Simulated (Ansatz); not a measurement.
Diatomic SnS, closed-shell singlet (the spin of the measured ground state). No spin–orbit coupling.

The constants come from a fifth-degree fit in 1/R (seven points, main isotopes). In def2 and cc sets the state is the lowest found near the PBE0 minimum, followed along R. The singlet is held restricted.

Correlated levels freeze the inner cores; with def2 sets outer-core shells near the valence are correlated too. CBS(a, b) extrapolates the correlation energy as X⁻³ and adds the Hartree–Fock energy of set b.

Programs: Ansatz (a first-principles code) with Gaussian orbitals. Values without a source in brackets are computed. In def2 rows elements past Kr take small-core potentials, without spin–orbit coupling.

Quantity: r_e, from seven points a level.

Costs are ratios of core time to PBE/def2-TZVPP (roughly 6 s), for whole runs (searches for the state included, and forces where a run took them) on one shared machine, so rough; each error counts from the measured 2.209 Å [microwave values compiled in ACS Omega 2, 8373 (2017)].

```
level                                basis functions  cost  error (Å)
-----------------------------------  ---------------  ----  ---------
SVWN5/def2-TZVPP                                  92  ×0.7     -0.003
PBE/def2-TZVPP                                    92    ×1      0.023
B3LYP/def2-TZVPP                                  92    ×1      0.014
r2SCAN/def2-TZVPP                                 92    ×2      0.003
CAM-B3LYP/def2-TZVPP                              92    ×2     -0.014
B97M-V/def2-TZVPP                                 92    ×3      0.006
B2PLYP/def2-TZVPP                                 92    ×3      0.013
wB97X-V/def2-TZVPP                                92    ×3     -0.025
wB97M-V/def2-TZVPP                                92    ×4     -0.020
CCSD(T)/def2-TZVPP                                92    ×5      0.010
CCSD(T)/def2-QZVPP                               152   ×20      0.003
CCSD(T)/CBS(def2-TZVPP, def2-QZVPP)                -   ×20     -0.001
```

The cheapest listed level whose error stays within 0.005 Å: SVWN5/def2-TZVPP (-0.003 Å, cost ×0.7).

With a budget of 10 times the cost of PBE/def2-TZVPP, the closest level: r2SCAN/def2-TZVPP, at 0.003 Å; next is SVWN5/def2-TZVPP at -0.003 Å.

What the step from CCSD(T)/def2-TZVPP to CCSD(T)/def2-QZVPP costs and buys: 92 to 152 functions, cost ×3 (rough); the error goes from 0.010 to 0.003 Å.
